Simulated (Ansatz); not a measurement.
Calculated with Ansatz (gas phase, PBE0-D4/def2-TZVP geometries, no zero-point term in ΔE). CCSD(T)/CBS adds triple-zeta CCSD(T) − MP2 to the extrapolated MP2 energy (def2 sets, frozen cores). This one scheme is used for every species. Functionals use def2-TZVPP. B3LYP here is the variant with VWN-RPA as its local correlation; programs differ in this. HSE06 is defined as in plane-wave codes. One conformer a species, not always the lowest.

`O[Si]F` + dimethylamine → `CN(C)[Si]O` + H–F  (ligand exchange at the Si–F bond)

`O[Si]F`:

Z-matrix (Å, degrees):
```
O
Si 1 1.637
H 1 0.963 2 120.3
F 2 1.620 1 101.6 3 0.0
```

`CNC`:

Cartesian coordinates in Å:
```
C 0.568 -0.902 0.570
N 0.488 0.485 0.175
C -0.602 0.745 -0.737
H 1.368 -1.036 1.300
H 0.811 -1.516 -0.303
H -0.367 -1.300 1.002
H 0.397 1.071 0.994
H -0.421 0.220 -1.679
H -0.655 1.813 -0.960
H -1.588 0.420 -0.362
```

`CN(C)[Si]O`:

```xyz
12

C     0.698    0.487   -0.734
N    -0.196   -0.155    0.195
C    -0.691   -1.421   -0.298
Si   -0.739    0.354    1.753
O    -0.004    1.817    1.997
H     1.076    1.434   -0.343
H     0.197    0.700   -1.686
H     1.567   -0.147   -0.951
H    -1.249   -1.295   -1.234
H    -1.363   -1.870    0.439
H     0.128   -2.126   -0.485
H     0.576    2.221    1.347
```

H–F:

```xyz
2

F    -0.085    0.450   -0.041
H     0.085   -0.450    0.041
```

```csv
level,ΔE (kJ/mol),difference from CCSD(T)/CBS
LDA (SPW92),65.7,-9.1
PBE-D4,71.4,-3.4
revPBE-D4,65.4,-9.4
r2SCAN-D4,78.1,3.3
B97M-V,86.5,11.7
PBE0-D4,72.7,-2.1
B3LYP-D4,79.8,5.0
r2SCANh-D4,78.1,3.3
r2SCAN0-D4,78.1,3.3
HSE06-D4,72.5,-2.3
BHLYP-D4,84.3,9.5
CAM-B3LYP-D4,86.8,12.0
ωB97X-V,85.0,10.2
B2PLYP,86.1,11.3
PBE-QIDH,75.2,0.4
PBE,80.0,5.2
revPBE,85.4,10.6
r2SCAN,80.4,5.6
PBE0,80.3,5.5
B3LYP,93.7,18.9
r2SCANh,80.6,5.8
r2SCAN0,80.9,6.1
HSE06,79.7,4.9
BHLYP,95.9,21.1
CAM-B3LYP,94.7,19.9
RPA@PBE/def2-TZVPP,78.0,3.2
HF/def2-SVP,94.5,19.7
MP2/def2-SVP,71.5,-3.3
CCSD(T)/def2-SVP,74.9,0.1
HF/def2-TZVPP,105.8,31.0
MP2/def2-TZVPP,69.6,-5.2
SCS-MP2/def2-TZVPP,77.7,2.9
CCSD/def2-TZVPP,80.6,5.8
CCSD(T)/def2-TZVPP,74.9,0.1
HF/def2-QZVPP,107.3,32.5
MP2/def2-QZVPP,70.0,-4.8
SCS-MP2/def2-QZVPP,78.1,3.3
HF/CBS(def2),107.5,32.7
MP2/CBS(def2),69.5,-5.3
CCSD/CBS(def2),80.6,5.8
CCSD(T)/CBS,74.8,0
```

Largest T1 diagnostic among the species: 0.015.

In def2-TZVPP, CCSD(T) changes the Hartree–Fock value by −30.9 kJ/mol (the triples alone add −5.7 kJ/mol) and MP2 by −36.3 kJ/mol. Leaving LDA and LC-ωPBE aside and taking each functional with its dispersion term where it has one, the values spread over 21.4 kJ/mol, from revPBE-D4 to CAM-B3LYP-D4. LDA lies −14.3 kJ/mol from PBE without D4.
